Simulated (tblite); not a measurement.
Start geometry of `C=CC1=C[P@@H](=S)CC1` from a force field or distance geometry (Å):
```
atom  x, y, z in Å
C1     2.6180   -0.9487    0.0854
C2     1.5850   -0.9863   -0.7902
C3     0.3599   -0.2617   -0.4206
C4    -0.6935   -0.2506   -1.2372
P5    -2.0300    0.7146   -0.5068
S6    -3.5683    0.0524   -0.7018
C7    -1.3254    0.5587    1.1699
C8     0.1226    0.5234    0.7907
H9     2.5511   -0.4011    1.0199
H10    3.4936   -1.4982   -0.2111
H11    1.6573   -1.5429   -1.7132
H12   -0.8228   -0.7475   -2.1950
H13   -1.8687    2.0142   -0.9934
H14   -1.6177   -0.4096    1.6388
H15   -1.6021    1.4421    1.8056
H16    0.4372    1.5749    0.5843
H17    0.6968    0.1784    1.6649
```

Question: What comes out of this run: GFN2-xTB geometry optimisation, gas phase in tblite?

Answer: 
```
atom  x, y, z in Å
C1     2.6937   -0.9227    0.0123
C2     1.5866   -0.9552   -0.7240
C3     0.3469   -0.2784   -0.4054
C4    -0.6874   -0.2130   -1.2602
P5    -2.1068    0.6379   -0.5541
S6    -3.8652   -0.1339   -0.7510
C7    -1.3309    0.6954    1.1190
C8     0.1648    0.4516    0.9021
H9     2.7618   -0.3724    0.9351
H10    3.5823   -1.4470   -0.2940
H11    1.5784   -1.5133   -1.6514
H12   -0.7182   -0.6828   -2.2302
H13   -1.9786    1.9597   -1.0117
H14   -1.7835   -0.1221    1.6902
H15   -1.5432    1.6285    1.6426
H16    0.7035    1.4014    0.8433
H17    0.5888   -0.1217    1.7277
```

The energy falls by 51.7 kcal/mol over 61 L-BFGS steps, the largest force on an atom goes from 18.35 to 0.009 eV/Å, and the atoms move by 0.212 Å rms after alignment. The bond that changes most is P5=S6 (ends: phosphorus bonded to 2 C, S and H; sulfur bonded to P), which lengthens by 0.244 Å. Bonds longer at the end by more than 0.005 Å: 6 of 17; shorter: 8. Among the angles that change most is C1–C2–C3, from 117.3° to 125.4°. Among the dihedrals that turn most is P5–C7–C8–H17, from -166° to -145°. Rotational constants go from 4336, 821.2, 732.3 to 4126, 746.8, 669.4 MHz. The orientation of the end geometry is arbitrary; only internal coordinates are fixed.

On an Arm Neoverse V1 with one thread, shared host with 32 logical CPUs at a one-minute load of 30, this took 0.49 s.

Its GFN2-xTB frequencies are all real (lowest 57 cm⁻¹). The numbers are those of one conformer.

These are computed values.
